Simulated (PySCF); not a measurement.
SnAs and its ions

PBEsol; PySCF, scalar-relativistic core potentials, basis sets Sn def2-SVP with ECP28, As def2-SVP. Neutral (UKS): doublet (π ↑), Re = 2.456 Å, ωe = 282 cm⁻¹, De = 3.16 eV, HOMO -5.05 eV, LUMO -4.96 eV.

SnAs⁺ (UKS): triplet (π ↑↑), Re = 2.627 Å, ωe = 229 cm⁻¹, De = 2.69 eV to Sn⁺ + As. The energies at the minima are -2447.75944 hartree for SnAs and -2447.47433 for SnAs⁺.

(1) Work out the adiabatic ionisation energy, without and with harmonic zero-point energies (1 hartree = 27.2114 eV, 1 eV = 8065.5 cm⁻¹), and the change of the bond length.

These are scalar-relativistic numbers at best; spin–orbit coupling would shift them, the dissociation energy most. For an ion De counts to the pair picked by the measured ionisation energies or electron affinities, which need not be the lowest pair at this level. States were picked by a PBE0 search and need not be the measured ground states.

Results:

(1) At PBEsol: 0.28511 hartree = 7.758 eV between the minima; the zero-point term (229.0 − 282.0)/2 cm⁻¹ = -0.003 eV makes it 7.755 eV. Re changes by +17.1 pm against the neutral. The electron leaves a π orbital, and the longer bond of the ion fits a bonding orbital, or a change in how ionic the bond is.
